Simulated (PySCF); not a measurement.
**How methods differ on the interval between two levels of Sc⁺**

Sc⁺ [Ar] 3d1 4s1 [3D3, M_J = 3] → Sc⁺ [Ar] 4s1 5s1 [3S1, M_J = 1], as a difference of total energies. Computed with PySCF 2.14 in x2c-SVPall-2c with one added diffuse shell each of s, d type (6s5p4d1f, 48 functions), with the two-component X2C-1e Hamiltonian. Correlated levels: [Ne] frozen. "Screened" scales the spin-orbit matrix elements by Boettger's factors to mimic the two-electron term; Breit and QED terms are absent.

| method | interval between two levels (cm⁻¹) |
| --- | --- |
| GHF (spin-free) | 77600 |
| GMP2 (spin-free) | 77068 |
| GHF (screened spin-orbit) | 77523 |
| GMP2 (screened spin-orbit) | 76990 |

The labels give the starting determinants; with spin-orbit coupling the two ends relaxed to ⟨J²⟩ = 12.01, ⟨L²⟩ = 6.01, ⟨S²⟩ = 2.00 and ⟨J²⟩ = 2.00, ⟨L²⟩ = 0.00, ⟨S²⟩ = 2.00.
